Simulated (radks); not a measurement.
The cerium ion Ce50+, 8 electrons, occupied as [He] 2s2 2p4 (the NIST ground configuration).

Method: scalar-relativistic Kohn-Sham, exchange-only LDA, spin-polarised, spherical densities, point nucleus; open shells are filled with parallel spins first (spin-orbit coupling, left out, can overturn this in heavy ions); computed with a radial shooting solver on a logarithmic mesh with Libxc functionals.

Energy parts (hartree):
| part | energy |
|---|---|
| total | -5802.8560 |
| kinetic | 6272.5860 |
| electron-nucleus | -12411.5779 |
| Hartree | 412.5530 |
| exchange | -76.4172 |

Orbitals (lengths in bohr, moments of r in powers of bohr; r(max) is where P^2 peaks):
| orbital | occ. | eigenvalue (hartree) | <r^2> | r(max) |
|---|---|---|---|---|
| 1s up | 1 | -1631.821 | 0.0008187 | 0.01574 |
| 1s down | 1 | -1630.779 | 0.0008179 | 0.01574 |
| 2s up | 1 | -373.7937 | 0.01224 | 0.08752 |
| 2s down | 1 | -372.3080 | 0.01228 | 0.08761 |
| 2p up | 3 | -352.2107 | 0.009568 | 0.06993 |
| 2p down | 1 | -350.4416 | 0.009612 | 0.07004 |

The highest occupied level is 2p down at -9536.0 eV. For comparison, the ionisation energy in NIST's Atomic Spectra Database is 9545 eV (theoretical). In exact Kohn-Sham theory the highest level is minus the ionisation energy, but local and semilocal functionals leave it too shallow, through self-interaction and a potential that decays too fast; potentials with the right tail come closer. Summed over all electrons, <r^2> = 0.06446 bohr^2, which gives a Langevin (diamagnetic) susceptibility term of -0.0511 x 10^-6 cm^3/mol. Spin moment in Bohr magnetons: 2. The density falls to 0.001 e/bohr^3 at r = 0.39 bohr.
